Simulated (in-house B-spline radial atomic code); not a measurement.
Settings and results of a run for Te⁷⁺. Level of theory: Dirac-Kohn-Sham PBE, spherical fractional occupations, Fermi nucleus of rms radius 4.7423 fm; calculated with a radial B-spline atomic code at the basis-set limit.

Command:
```bash
python run_scf.py task.json out
```
Settings (nuclear radius in fm, mass in u):
```
Z                52
configuration    [Kr] 4d9
hamiltonian      dirac
method           pbe,pbe
spin_polarised   False
nucleus          fermi
rms_radius       4.7423
atomic_mass      129.90622
speed_of_light   137.035999084
```

Output (hartree, bohr):
```
 radial grid: 66 intervals, B-splines of order 8, outer radius 13.5065 bohr

 iter        energy (Eh)    residual
    1       -6761.021833    1.14e+00
    2       -6775.585165    6.94e-01
    3       -6783.411931    1.60e-01
    4       -6783.857431    3.51e-02
    5       -6783.872461    1.95e-02
    6       -6783.879419    3.91e-03
    7       -6783.879508    1.58e-04
    8       -6783.879508    2.70e-06
    9       -6783.879508    2.09e-07

 total energy                     -6783.87951
 kinetic                            7174.5023
 electron-nucleus                 -16315.2042
 Hartree                            2529.8012
 exchange-correlation               -172.9788

 first-order corrections (not in the total)
   Gaunt                             5.6475
   retardation                      -0.5809
   frequency dependence             -0.0519
   self-energy                       3.8392
   Uehling                          -0.5162
   Wichmann-Kroll                    0.0114
   recoil                            0.0193

 orbital      occ     eigenvalue          <r>       <r^2>       <1/r>       <r^4>       r_max    small
 1s1/2      2.000     -1165.1735    0.0278115  0.00104804     55.5735 2.87175e-06     0.01793  3.66e-02
 2s1/2      2.000      -181.7529     0.119422   0.0168761     12.9431 0.000491492      0.1015  7.80e-03
 2p1/2      2.000      -170.5301     0.100807   0.0124992     12.9256 0.000314781     0.07794  7.83e-03
 2p3/2      4.000      -160.4415     0.106388   0.0137916     11.9592 0.000375096     0.08265  7.45e-03
 3s1/2      2.000       -39.0941     0.321681    0.118413     4.60488   0.0213699      0.2928  2.30e-03
 3p1/2      2.000       -34.4791     0.312046    0.113175     4.51478   0.0204835      0.2791  2.24e-03
 3p3/2      4.000       -32.5967     0.323447    0.121377     4.27744   0.0234597      0.2897  2.13e-03
 3d3/2      4.000       -24.4579     0.294401    0.102745     4.12934   0.0193708       0.236  2.02e-03
 3d5/2      6.000       -24.0640      0.29801    0.105133     4.06822   0.0202131       0.239  1.99e-03
 4s1/2      2.000        -9.5800     0.757815    0.648105     1.85186    0.614264      0.6991  6.55e-04
 4p1/2      2.000        -7.9786     0.790527    0.710682     1.74562    0.759687      0.7183  5.97e-04
 4p3/2      4.000        -7.6107     0.816925     0.75854     1.67114      0.8645      0.7419  5.66e-04
 4d3/2      3.600        -5.0209      0.91616    0.972379      1.4419     1.53559      0.7936  4.40e-04
 4d5/2      5.400        -4.9617      0.92555    0.992078     1.42416     1.59702      0.8016  4.33e-04
```

Run time, properties included: 1.6 s on 1 thread of Arm Neoverse V2, with other jobs on the host.

For the Dirac Hamiltonian the kinetic term is c α·p + (β - 1)c².
